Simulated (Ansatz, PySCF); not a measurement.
Reaction (SMILES): [C-]#[N+]C + 4 [H][H] (H2) → 2 C (CH4) + N (NH3)
Each molecule is optimised on its own at B3LYP-D3(BJ)/def2-TZVP (Ansatz, an electronic-structure program).
Geometry of the first species:
```xyz
6

C     -1.1048     0.0069    -0.0265
N      0.3127    -0.0019     0.0075
C      1.4768    -0.0092     0.0354
H     -1.4600    -0.6890    -0.7861
H     -1.4990    -0.2921     0.9445
H     -1.4620     1.0085    -0.2642
```
Charge 0, spin multiplicity 1.

Quantity: energy of full hydrogenation (enthalpy at 298 K, with B3LYP-D3(BJ) rigid-rotor harmonic-oscillator terms from PySCF), in eV. Cores are frozen in the correlated levels unless marked. No spin-orbit coupling. No relativistic terms. Basis-set limits of correlation are two-point, X^-3; Hartree-Fock from the larger set.

CCSD(T)/CBS(cc-pVTZ,cc-pVQZ) (Ansatz) gives -3.87 eV.

Task: Another calculation gave -4.16 eV. Which level was it?
A) M06-2X/def2-TZVPD (PySCF)
B) TPSS/def2-TZVPD (PySCF)
C) CAM-B3LYP/def2-TZVPD (Ansatz)
D) PBE-QIDH/def2-TZVPD (Ansatz)

Result: D, PBE-QIDH/def2-TZVPD (Ansatz). The others give -3.66 (M06-2X), -3.99 (CAM-B3LYP), -3.49 (TPSS) eV.
